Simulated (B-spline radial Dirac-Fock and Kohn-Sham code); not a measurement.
Two-hole binding energies of Xe³⁺

System: Xe³⁺, configuration [Kr] 4d10 5s2 5p3.

Calculated with an atomic code on a B-spline grid, using ΔSCF Dirac-Fock with Breit, self-energy and vacuum polarisation, finite nucleus, configuration average. U is the two-hole binding energy less the two single-hole energies, the effective repulsion of the holes after relaxation. Each two-hole energy is an average over J within one jj subconfiguration.

```csv
holes,E(a) (eV),E(b) (eV),E(ab) (eV),U (eV)
1s⁻¹ 2p1/2⁻¹,34600.4,5144.0,40000.3,256.0
1s⁻¹ 2p3/2⁻¹,34600.4,4823.6,39656.0,232.0
1s⁻¹ 3d5/2⁻¹,34600.4,712.7,?,?
2s⁻²,5495.3,5495.3,11138.6,148.0
2s⁻¹ 2p1/2⁻¹,5495.3,5144.0,10778.2,138.9
2s⁻¹ 2p3/2⁻¹,5495.3,4823.6,10453.5,134.5
2p1/2⁻¹ 2p3/2⁻¹,5144.0,4823.6,10132.1,164.5
2p3/2⁻²,4823.6,4823.6,9810.5,163.3
2p3/2⁻¹ 3s⁻¹,4823.6,1187.6,6074.3,63.1
3p1/2⁻¹ 3p3/2⁻¹,1041.5,979.4,2069.5,48.6
3d5/2⁻²,712.7,712.7,1479.7,54.4
4d3/2⁻²,103.8,103.8,228.7,21.2
4d3/2⁻¹ 4d5/2⁻¹,103.8,101.8,226.9,21.4
4d5/2⁻²,101.8,101.8,224.7,21.1
```

Q: Give the missing two-hole energy and U.

A: E(ab) = 35380.4 eV and U = 67.4 eV.

Run: 51 s of CPU time on 1 thread of Intel(R) Xeon(R) Platinum 8488C (shared host), peak memory 0.49 GiB.
